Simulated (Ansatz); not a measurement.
Reaction (SMILES): F[B]CF -> [CH2]B(F)F
Each molecule is optimised on its own at B3LYP-D3(BJ)/def2-TZVP (Ansatz, a program for electronic structure), one conformer each, not searched for the lowest.

Quantity: isomerisation energy (electronic energy difference), in kcal/mol. Correlated levels leave the core frozen unless marked. UHF or UKS for open shells. Spin-orbit coupling is left out. Non-relativistic. Basis-set limits of correlation are two-point, X^-3; Hartree-Fock from the larger set. The bracket is a focal-point correction in the basis named.

```csv
level,program,isomerisation energy (kcal/mol),minus last row
HF/cc-pwCVTZ,Ansatz,-75.4,-4.4
PBE-D3(BJ)/def2-TZVPD,Ansatz + dftd3,-64.7,6.3
r2SCAN-D4/def2-TZVPD,Ansatz + dftd4,-69.7,1.3
B3LYP-D4/def2-TZVPD,Ansatz + dftd4,-69.0,2.0
PBE0/6-31G*,Ansatz,-71.0,0.0
PBE0/def2-SVP,Ansatz,-70.0,1.0
PBE0-D3(BJ)/def2-TZVP,Ansatz + dftd3,-68.1,2.9
BHLYP-D3(BJ)/def2-TZVPD,Ansatz + dftd3,-72.3,-1.3
BHLYP-D4/def2-TZVPD,Ansatz + dftd4,-72.4,-1.4
LC-wPBE-D3(BJ)/def2-TZVPD,Ansatz + dftd3,-68.3,2.7
wB97X-V/def2-TZVPD,Ansatz,-68.4,2.6
B2GP-PLYP-D3(BJ)/def2-TZVPD,Ansatz + dftd3,-70.8,0.2
B2GP-PLYP/def2-TZVPD,Ansatz,-70.9,0.1
B2PLYP/def2-TZVPD,Ansatz,-70.1,0.9
PBE-QIDH/def2-TZVPD,Ansatz,-70.4,0.6
RPA@PBE/cc-pVTZ,Ansatz,-68.9,2.1
MP2/STO-3G,Ansatz,-67.9,3.1
SCS-MP2/cc-pVDZ,Ansatz,-72.0,-1.0
CCSD/6-31G,Ansatz,-71.5,-0.5
"RI-MP2/CBS(cc-pVTZ,cc-pVQZ)+[CCSD(T)-MP2]/cc-pVDZ",Ansatz,-70.3,0.7
"RI-MP2/CBS(cc-pVTZ,cc-pVQZ)+[CCSD(T)-MP2]/cc-pVTZ",Ansatz,-71.0,0.0
```
